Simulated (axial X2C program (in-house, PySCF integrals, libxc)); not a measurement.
## Outer orbitals of CSe⁺ at 1.627 Å, PBE0

Computed with an axial X2C code built on PySCF integrals. Spin-free means the one-electron spin-free X2C Hamiltonian; two-component (2c) means X2C with spin–orbit coupling and atomic mean-field two-electron Coulomb and Gaunt terms, so the difference of the two also holds small scalar two-electron terms. Basis: Se dyall-cv3z [8s9p6d4f1g], C dyall-v3z [7s6p2d1f] (cores contracted in-house); Gaussian nuclei, density fitting, unrestricted open shells. Masses: Se 79.917 u, C 12.000 u.

The distance is close to the 2c PBE0 minimum; the highest filled and lowest empty levels are listed.

Spin-free orbitals, state M_S = 1/2, Λ = 0 (beyond evenly filled blocks: σα) (Löwdin shares):

```tsv
symmetry	occupied	ε (eV)	atomic character
σα	yes	-31.25	44% Se s, 32% C s, 13% C p
σβ	yes	-30.77	51% Se s, 26% C s, 15% C p
σα	yes	-23.31	33% C s, 27% Se p, 25% Se s
σβ	yes	-21.93	42% Se p, 25% C s, 24% Se s
σα	yes	-18.55	54% C p, 28% Se p, 10% C s
π-α	yes	-17.42	50% C p, 45% Se p, 2% Se d
π+α	yes	-17.42	50% C p, 45% Se p, 2% Se d
π+β	yes	-17.10	64% Se p, 31% C p, 4% C d
π-β	yes	-17.10	64% Se p, 31% C p, 4% C d
σβ	no	-12.76	51% C p, 26% C s, 16% Se p
π-α	no	-10.57	46% Se p, 40% C p, 9% Se d
π+α	no	-10.57	46% Se p, 40% C p, 9% Se d
π-β	no	-9.64	56% C p, 27% Se p, 12% Se d
π+β	no	-9.64	56% C p, 27% Se p, 12% Se d
```

Spinors with spin–orbit coupling (state Ω = 1/2):

```json
{"ω": "1/2", "occupied": "yes", "ε (eV)": "-31.25", "atomic character": "45% Se s, 32% C s, 13% C p", "λ mixture": "100% σ"}
{"ω": "-1/2", "occupied": "yes", "ε (eV)": "-30.77", "atomic character": "51% Se s, 26% C s, 15% C p", "λ mixture": "100% σ"}
{"ω": "1/2", "occupied": "yes", "ε (eV)": "-23.30", "atomic character": "32% C s, 27% Se p, 25% Se s", "λ mixture": "100% σ"}
{"ω": "-1/2", "occupied": "yes", "ε (eV)": "-21.93", "atomic character": "42% Se p, 25% C s, 24% Se s", "λ mixture": "100% σ"}
{"ω": "1/2", "occupied": "yes", "ε (eV)": "-18.55", "atomic character": "54% C p, 28% Se p, 10% C s", "λ mixture": "99% σ, 1% π"}
{"ω": "-1/2", "occupied": "yes", "ε (eV)": "-17.48", "atomic character": "48% C p, 47% Se p, 2% C d", "λ mixture": "100% π"}
{"ω": "3/2", "occupied": "yes", "ε (eV)": "-17.36", "atomic character": "51% C p, 44% Se p, 2% Se d", "λ mixture": "100% π"}
{"ω": "1/2", "occupied": "yes", "ε (eV)": "-17.19", "atomic character": "65% Se p, 30% C p, 4% C d", "λ mixture": "99% π, 1% σ"}
{"ω": "-3/2", "occupied": "yes", "ε (eV)": "-17.00", "atomic character": "63% Se p, 32% C p, 4% C d", "λ mixture": "100% π"}
{"ω": "-1/2", "occupied": "no", "ε (eV)": "-12.76", "atomic character": "51% C p, 26% C s, 16% Se p", "λ mixture": "100% σ"}
{"ω": "-1/2", "occupied": "no", "ε (eV)": "-10.63", "atomic character": "44% Se p, 42% C p, 9% Se d", "λ mixture": "100% π"}
{"ω": "3/2", "occupied": "no", "ε (eV)": "-10.50", "atomic character": "47% Se p, 38% C p, 9% Se d", "λ mixture": "100% π"}
{"ω": "1/2", "occupied": "no", "ε (eV)": "-9.67", "atomic character": "57% C p, 26% Se p, 13% Se d", "λ mixture": "100% π"}
```

(1) How does the gap between the highest filled and lowest empty level change from the spin-free to the 2c table?

Mulliken charges and populations of the two-component result (they depend on the basis, above all on diffuse functions):

Se 0.84 e (s 7.87 p 15.19 d 10.08 f 0.01), C 0.16 e (s 3.51 p 2.26 d 0.06 f 0.01). ⟨Lz⟩ = 0.00 ħ and ⟨Sz⟩ = 0.50 ħ (-0.13 and 0.63 on the two atoms), which add up to Ω.

The state is a single determinant with fixed occupations, the lowest that a limited PBE0 search found. Density functionals use the spin component along the axis (collinear). The determinant is spin-polarised beyond a pure state at some levels (its spin-free form has ⟨S²⟩ too high), which makes Re and μ there less reliable.

Results:

(1) From 4.34 to 4.24 eV at PBE0, a change of -0.10 eV.
